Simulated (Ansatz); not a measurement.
Total energies of cyclo-(H2SiSe)2 (Si₂H₄Se₂) from Ansatz at PBE-D4/def2-TZVP, gas phase (1 Eh = 27.2114 eV = 2625.5 kJ/mol). The reference geometry is relaxed at PBE0-D4/def2-SVP.

```csv
state,geometry,energy (Eh)
charge 0 singlet,reference,-5383.60941
charge 1 doublet,reference,-5383.28861
charge 1 doublet,relaxed at PBE0-D4/def2-SVP,-5383.29086
free Si atom (triplet),–,-289.22285
free H atom (doublet),–,-0.49962
free Se atom (triplet),–,-2401.12489
```

Task: Work out the vertical ionisation energy to the doublet.

Result: E(charge 1 doublet) − E(charge 0 singlet) = -5383.28861 − (-5383.60941) = 0.32080 Eh = 8.73 eV. For comparison, −ε of the highest occupied level is 6.15 eV at this level, 2.58 eV less.

Task: How much does the charge 1 doublet relax, and what is the adiabatic ionisation energy?

Result: Relaxation: -5383.28861 − (-5383.29086) = 0.00225 Eh = 0.06 eV. Adiabatic ionisation energy: 0.31855 Eh = 8.67 eV, without zero-point energy. 

Task: What is the binding energy per atom against free atoms?

Result: Atoms: 2 × (-289.22285) + 4 × (-0.49962) + 2 × (-2401.12489) = -5382.69396 Eh. Binding: -5382.69396 − (-5383.60941) = 0.91545 Eh = 24.91 eV, or 3.11 eV for each of 8 atoms (no zero-point energy, no counterpoise term).

At PBE-D4/def2-TZVP the gap within one spin of the charge 1 doublet nearly closes, so an electron or hole may be smeared out by delocalisation error. At PBE-D4/def2-TZVP the gap within one spin of the relaxed charge 1 doublet nearly closes, so an electron or hole may be smeared out by delocalisation error.
